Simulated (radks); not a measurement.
The nuclear charge of neutral silver is varied continuously with 47 electrons held in [Kr] 4d10 5s1. Method: Dirac Kohn-Sham, PBE, spin-unpolarised, spherical densities, point nucleus; computed with a radial shooting solver on a logarithmic mesh with Libxc functionals. By the Hellmann-Feynman theorem dE/dZ = E(electron-nucleus)/Z, the electronic potential at the nucleus.

Z,E (hartree),E(electron-nucleus)/Z (hartree),HOMO,e(HOMO) (eV),<r> HOMO (bohr)
46.75,-5248.90366,-272.325,5s1/2,-2.619,3.373
47,-5317.24063,-274.370,5s1/2,-4.406,3.166
47.25,-5386.08859,-276.413,5s1/2,-6.358,3.002
47.5,-5455.44704,-278.454,5s1/2,-8.458,2.867
47.75,-5525.31569,-280.495,5s1/2,-10.694,2.751
48,-5595.69438,-282.535,5s1/2,-13.057,2.651

The central difference of E at Z = 47 is -274.370 hartree, to compare with the third column; the second derivative is -8.18 hartree.
